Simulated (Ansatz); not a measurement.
Consider the cleavage of the Si–Si bond: `C[Si@@H](O)[Si@H](O)Cl` + `O[SiH](O)S` → `O[SiH](O)S[SiH](O)Cl` + `C[SiH2]O`.

Gas-phase electronic energies from Ansatz, PBE0-D4/def2-TZVP geometries. CCSD(T)/CBS is the MP2 limit (def2-TZVPP, def2-QZVPP) plus CCSD(T) − MP2 in def2-TZVPP, frozen cores. This one scheme is used for every species. DFT in def2-TZVPP. B3LYP here is the variant with VWN-RPA as its local correlation; programs differ in this. One conformer a species, not always the lowest.

`C[Si@@H](O)[Si@H](O)Cl`:

Cartesian coordinates in Å:
```
C -1.117 -0.489 -1.547
Si 0.282 -0.571 -0.315
O 1.769 -0.390 -1.019
Si 0.103 1.135 1.285
O 1.203 1.052 2.498
Cl -1.821 0.908 2.032
H -1.105 0.455 -2.096
H -2.075 -0.572 -1.028
H -1.053 -1.307 -2.270
H 0.206 -1.880 0.405
H 2.063 -1.062 -1.635
H 0.199 2.521 0.775
H 1.346 0.201 2.916
```

`O[SiH](O)S`:

Z-matrix (Å, degrees):
```
Si
O 1 1.629
S 1 2.137 2 115.3
O 1 1.641 2 106.1 3 -122.0
H 1 1.476 2 107.0 3 115.4
H 2 0.959 1 117.6 3 88.8
H 3 1.345 1 94.4 2 -64.7
H 4 0.959 1 116.5 2 161.4
```

`O[SiH](O)S[SiH](O)Cl`:

Cartesian coordinates in Å:
```
O 2.312 1.223 1.521
Si 1.386 0.572 0.355
O 2.102 -0.801 -0.156
S -0.558 0.148 1.193
Si -1.704 -0.003 -0.573
O -3.167 -0.619 -0.221
Cl -0.726 -1.215 -1.944
H 2.701 0.631 2.167
H 1.233 1.586 -0.706
H 1.566 -1.388 -0.697
H -1.933 1.278 -1.258
H -3.213 -1.412 0.317
```

`C[SiH2]O`:

Z-matrix (Å, degrees):
```
C
Si 1 1.863
H 1 1.093 2 111.0
H 1 1.094 2 110.2 3 119.8
H 1 1.093 2 111.5 3 -120.7
O 2 1.652 1 112.6 3 57.7
H 2 1.492 1 108.9 3 -179.5
H 2 1.483 1 110.6 3 -59.4
H 6 0.957 2 117.7 1 68.6
```

| species | B3LYP-D4 energy (Eh) |
| --- | --- |
| `C[Si@@H](O)[Si@H](O)Cl` | -1232.31318 |
| `O[SiH](O)S` | -840.81800 |
| `O[SiH](O)S[SiH](O)Cl` | -1666.58224 |
| `C[SiH2]O` | -406.58189 |

(1) Work out ΔE.

Largest T1 diagnostic among the species: 0.012.

Answers

(1) ΔE = (-1666.58224) + (-406.58189) − (-1232.31318) − (-840.81800) = -0.03295 Eh = -86.5 kJ/mol. CCSD(T)/CBS gives -90.9 kJ/mol.

The D4 term adds −6.5 kJ/mol with B3LYP and −3.2 kJ/mol with PBE0; it sums over pairs of atoms, weighted by their polarisabilities, and B3LYP, whose exchange is more repulsive, gets the larger term. From PBE to PBE0 (25 % exact exchange), in def2-TZVPP and without D4, ΔE moves by −5.5 kJ/mol.
